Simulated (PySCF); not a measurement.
## AlIn at PBE

Computed with PBE; Al cc-pV(D+d)Z, In cc-pVDZ-PP with ECP28; scalar-relativistic core potentials (PySCF 2.14).

```json
{
 "state": "³Π (triplet), unpaired electrons σ ↑, π ↑",
 "bond length": "0.2930 nm",
 "harmonic wavenumber": "185 cm⁻¹",
 "force constant": "0.440 mdyn/Å",
 "rotational constant Be": "0.08986 cm⁻¹",
 "anharmonicity ωexe": "0.796 cm⁻¹",
 "vibration–rotation constant αe": "0.000560 cm⁻¹",
 "well depth De to Al + In": "1.49 eV",
 "dissociation energy D0": "1.48 eV",
 "bond order (Mayer)": "1.18",
 "dipole moment (positive dipole means Al(−)In(+))": "0.57 D"
}
```

Spin–orbit coupling is left out, which matters for elements this heavy, above all for dissociation energies. The state was picked by a PBE0 search and need not be the measured ground state.
